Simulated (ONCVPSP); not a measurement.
**La, ONCV: configuration errors across variants**

* Element: La
* Generator: ONCVPSP 4.0.1
* Type: optimised norm-conserving Vanderbilt (ONCV)
* Functional: BLYP
* Relativity: scalar-relativistic
* Frozen core: [Kr]
* Valence charge: 21
* Reference configuration: 4d10 5s2 5p6 5d1 6s2
* Partial waves: 5s+6s: rc 2.05 bohr, ncon 4, nbas 8, qcut 4.4 1/bohr, 2 projectors; 5p: rc 1.90 bohr, ncon 4, nbas 7, qcut 4.8 1/bohr, 2 projectors, debl 0.4 Ha; 4d+5d: rc 1.15 bohr, ncon 4, nbas 8, qcut 15.8 1/bohr, 3 projectors, debl 3.2 Ha; f scattering state at 0.11 Ha: rc 1.70 bohr, ncon 4, nbas 8, qcut 6.8 1/bohr, 2 projectors, debl 2.2 Ha
* Local potential: polynomial inside 1.15 bohr (lpopt 5, dvloc0 6 Ha)
* Core correction: Teter function fitted to the true core (icmod 2), fcfact 0.45

In the p channel the program set the typed energies aside and used -0.814, 0.250 Ha. In the f channel the program set the typed energies aside and used -0.151, 2.049 Ha.

All-electron excitation energies from the reference (eV): (1) 4d10 5s2 5p6 5d1 6s1 5.870; (2) 4d10 5s2 5p6 5d1 6s0 16.831; (3) 4d10 5s2 5p6 5d0 6s0 35.697; (4) 4d10 5s2 5p6 5d2 6s1 0.844.

2 further variants failed, have other tests or too few solved ones, and are left out.

A true bound ghost makes a file unfit for plane-wave use even where its test errors are small: the radial tests pick states by their node count and pass the ghost by.

Errors AE − PS in meV (a dash: test not solved or not reliable):

| change | (1) | (2) | (3) | (4) | bound ghosts | GHOST(+) flags above zero |
| --- | --- | --- | --- | --- | --- | --- |
| base | -1.1 | -3.6 | -4.4 | -3.7 | s | p |
| all radii but the core radius scaled by about 0.97 (s 1.98, p 1.84, d 1.12, f 1.64 bohr); local potential polynomial inside 1.12 bohr (lpopt 5, dvloc0 6 Ha) | -1.0 | -3.4 | -4.2 | -3.7 | s | p |
| all radii but the core radius scaled by about 1.05 (s 2.16, p 2.00, d 1.20, f 1.78 bohr); local potential polynomial inside 1.20 bohr (lpopt 5, dvloc0 6 Ha) | -1.1 | -4.1 | -5.1 | -3.6 | none | s, p |
| all radii but the core radius scaled by about 1.15 (s 2.36, p 2.20, d 1.32, f 1.96 bohr); local potential polynomial inside 1.32 bohr (lpopt 5, dvloc0 6 Ha) | -1.2 | -4.8 | -4.7 | -3.5 | none | s |
| all radii but the core radius scaled by about 1.24 (s 2.54, p 2.34, d 1.42, f 2.10 bohr); local potential polynomial inside 1.42 bohr (lpopt 5, dvloc0 6 Ha) | -1.3 | -5.4 | -4.0 | -3.4 | none | none |

Task: Give the same row for: all radii but the core radius scaled by about 0.90 (s 1.84, p 1.72, d 1.04, f 1.54 bohr); local potential polynomial inside 1.04 bohr (lpopt 5, dvloc0 6 Ha).

Result: -1.0, -3.1, -4.2, -3.8; bound ghosts: s; GHOST(+) flags above zero: none.
